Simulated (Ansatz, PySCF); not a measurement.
This Ansatz (a first-principles code) input computes a B3LYP/def2-TZVPD energy:

Ansatz 0.2 input:
```yaml
crystal:
  periodic: [false, false, false]
  atoms:
    - {symbol: In, position_ang: [0.04760672, 0.00975966, 0.01744347]}
    - {symbol: H, position_ang: [-0.91292311, -1.59288608, -0.36161747]}
    - {symbol: H, position_ang: [-1.41980597, 1.11466267, -0.49311259]}
basis:
  gaussian:
    orbitals: def2-TZVPD
hamiltonian:
  xc: {name: B3LYP}
total_charge: -1
output: {forces: true}
```

Q: Write an input for the same energy in PySCF and say what it gives.

A: 
```python
from pyscf import gto, scf, dft

mol = gto.M(
    atom='''
    In    0.04760672    0.00975966    0.01744347
    H    -0.91292311   -1.59288608   -0.36161747
    H    -1.41980597    1.11466267   -0.49311259
    ''',
    basis='def2-tzvpd',
    ecp='def2-tzvp',
    charge=-1,
    spin=0,
    verbose=4,
)

mf = dft.RKS(mol, xc='b3lyp').density_fit(auxbasis='def2-universal-jkfit')
mf.grids.level = 3
mf.conv_tol = 1e-9
mf.max_cycle = 100
mf.max_memory = 1500
mf.kernel()
if not mf.converged:
    mf = mf.newton()
    mf.kernel(mf.make_rdm1())
mf.analyze()
```
It gives -191.39994 Eh, and Ansatz -191.39988 Eh, a difference of 0.06 mEh, from the treatment of integrals and grids.
